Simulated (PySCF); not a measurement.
Compound: isopropenyloxytrimethylsilane, C6H14OSi.
Atom-mapped SMILES: `[CH2:1]=[C:2]([CH3:3])[O:4][Si:5]([CH3:6])([CH3:7])[CH3:8]` (hydrogens: H9, H10 on C1; H11, H12, H13 on C3; H14, H15, H16 on C6; H17, H18, H19 on C7; H20, H21, H22 on C8)

Jobs on this species (22 atoms, 72 electrons) with PySCF (density fitting). Hardware of each: one thread, Arm Neoverse V1 (aarch64), on a shared host. Other jobs ran on the host; a repeat could differ by tens of per cent or more. Peak memory is the resident size of the whole Python process, interpreter and libraries included.

```json
{"level and settings": "PBE0/pcSseg-1, IEF-PCM chloroform", "work": "shieldings, charges and field gradients", "basis functions": "213", "SCF cycles": "?", "wall time": "?", "peak memory": "?"}
{"level and settings": "PBE0/pcSseg-1, IEF-PCM dimethylsulfoxide", "work": "shieldings", "basis functions": "213", "SCF cycles": "14", "wall time": "38 s", "peak memory": "1.1 GiB"}
{"level and settings": "PBE0-D3(BJ)/def2-SVP, grid level 1", "work": "geometry optimisation from a GFN2-xTB start shaken at random", "basis functions": "186", "SCF cycles": "41", "wall time": "1.8 min", "peak memory": "0.80 GiB"}
```

Problem. Fill in the missing figures.

Solution. 
- PBE0/pcSseg-1, IEF-PCM chloroform; shieldings, charges and field gradients: 40 s, 1.2 GiB, 14 SCF cycles

Problem. What do all jobs in the table cost together?

Solution. About 3.1 min; the longest takes about 58 % of that, and about 2.8 times as long as the shortest.
